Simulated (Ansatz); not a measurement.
Input for Ansatz (a first-principles code): R-CCSD(T)/def2-SVP on ClH2NSn (SMILES [NH2][Sn][Cl]), a point of a torsion scan. Elements past Kr take the def2 small-core potentials; no spin–orbit coupling. The run froze 15 orbitals, filled d shells among them.

Ansatz 0.2 input:
```yaml
crystal:
  periodic: [false, false, false]
  atoms:
    - {symbol: N, position_ang: [-0.78451892, -0.01870416, 0.05358381]}
    - {symbol: Sn, position_ang: [1.03734455, -0.82276973, -0.48333512]}
    - {symbol: Cl, position_ang: [0.31814914, -3.08162698, -0.59859671]}
    - {symbol: H, position_ang: [-1.12203967, 0.90913567, -0.16526700]}
    - {symbol: H, position_ang: [-1.60199055, -0.58782010, 0.23654095]}
basis:
  gaussian:
    orbitals: def2-SVP
magnetization: {spin_polarized: false}
correlation: {method: ccsd_t, electrons: outside_noble_gas}
scf: {lower_state_search: off}
```

The head of its log:

```
WARN ansatz: RAYON_NUM_THREADS=1 ignored (pool sized by the plan → 1); use --threads N
Functional definition: HF
these checks for a lower state are left out or cut short: stability, starts, cluster_reference, orbital_swaps, neighbouring_geometries, increment
integrals: 0.05 GiB planned
749 factors; integrals over basis functions are off by at most 1.3e-3 eV
mean field: 0.13 GiB planned
mean field evaluation 1: about -19816.1678 eV, gradient 3.4e1 eV
mean field evaluation 2: about -19816.1775 eV, gradient 3.4e1 eV
mean field evaluation 4: about -19819.0337 eV, gradient 2.5e0 eV
mean field evaluation 8: about -19819.0648 eV, gradient 5.7e-4 eV
mean field -19819.06484037 eV, -728.3371990388 hartree, gradient 5.6e-6 eV, S^2 0.000000; 0 other end points of the search recorded, 0 dependent functions left out
15 core orbitals not correlated
reference -19819.06484037 eV, -728.3371990388 hartree; 9, 9 occupied and 44, 44 virtual orbitals, 749 factors
```

Question: Give the final energy of this run.

Answer: -728.7503 hartree (reference determinant -728.3372, T1 diagnostic 0.019).
